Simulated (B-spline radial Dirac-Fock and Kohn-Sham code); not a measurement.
# Successive ionisation energies of bromine: Dirac-Fock against NIST

These are calculated numbers from an atomic code on a B-spline grid; the model is Dirac-Fock energy differences between relaxed states, corrected for Breit and QED terms. Each value is the difference of the configuration-average energies of two neighbouring ions in their tabulated ground configurations. Electron correlation is not included. NIST's values refer to the lowest levels; many for high charge states are themselves semi-empirical or theoretical. Where a p, d or f shell is open in either ion the computed value averages over both j values and all terms, while the table refers to the lowest levels; that difference holds spin-orbit splitting (largest in heavy or highly charged ions), term energies where several electrons share open shells, and correlation, and it can reach 10 % or more.

| ion | configuration | computed (eV) | NIST (eV) | kind | NIST − computed (eV) |
| --- | --- | --- | --- | --- | --- |
| Br²⁰⁺ | [Ne] 3s2 3p3 | 862.0 | 870 ± 3 | semi-empirical | +7.99 |
| Br²¹⁺ | [Ne] 3s2 3p2 | 911.6 | 920.8 ± 2.2 | semi-empirical | +9.17 |
| Br²²⁺ | [Ne] 3s2 3p1 | 962.2 | 963 ± 5 | semi-empirical | +0.84 |
| Br²³⁺ | [Ne] 3s2 | 1065.7 | 1070.6 ± 1.4 | semi-empirical | +4.93 |
| Br²⁴⁺ | [Ne] 3s1 | 1118.4 | 1119.17 ± 0.04 | semi-empirical | +0.73 |
| Br²⁵⁺ | [He] 2s2 2p6 | 2743.8 | 2731.4 ± 1.5 | semi-empirical | -12.40 |
| Br²⁶⁺ | [He] 2s2 2p5 | 2887.2 | 2869 ± 5 | semi-empirical | -18.23 |
| Br²⁷⁺ | [He] 2s2 2p4 | 3033.6 | 3021 ± 7 | semi-empirical | -12.59 |
| Br²⁸⁺ | [He] 2s2 2p3 | 3182.9 | 3169 ± 24 | semi-empirical | -13.87 |
| Br²⁹⁺ | [He] 2s2 2p2 | 3335.1 | 3361 ± 3 | semi-empirical | +25.93 |
| Br³⁰⁺ | [He] 2s2 2p1 | 3490.2 | 3523.1 ± 2.2 | semi-empirical | +32.92 |
| Br³¹⁺ | [He] 2s2 | 3727.8 | 3735 ± 4 | semi-empirical | +7.20 |
| Br³²⁺ | [He] 2s1 | 3868.8 | 3868.986 ± 0.007 | theoretical | +0.17 |
| Br³³⁺ | 1s2 | 16315.3 | 16317.01 | theoretical | +1.73 |
| Br³⁴⁺ | 1s1 | 16937.3 | 16937.15 | theoretical | -0.10 |

**Question.** Where in this range is the largest relative jump, and why?

**Answer.** From Br³²⁺ (3868.8 eV) to Br³³⁺ (16315.3 eV), a factor of 4.22. The configuration goes from [He] 2s1 to 1s2, so the next electron comes out of a deeper subshell.
